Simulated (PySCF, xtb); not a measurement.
TiClO, SMILES [O]=[Ti+][Cl], charge +1, multiplicity 1.

GFN2-xTB (xtb 6.7.1) at its own geometry gives an orbital gap of 1.91 eV.

Coordinates come from a PBE0-D3(BJ)/def2-TZVP optimisation. The multiplicity is an assumed one; other spin states were not compared. The isomer is the one that the SMILES or the coordinates give; other isomers of the formula were not compared.

Task: What does PBE/def2-TZVPD (PySCF) give? (Estimate from the structure and the level; the computed values follow.)

Result: gap 2.73 eV (levels -13.64 and -10.91 eV).
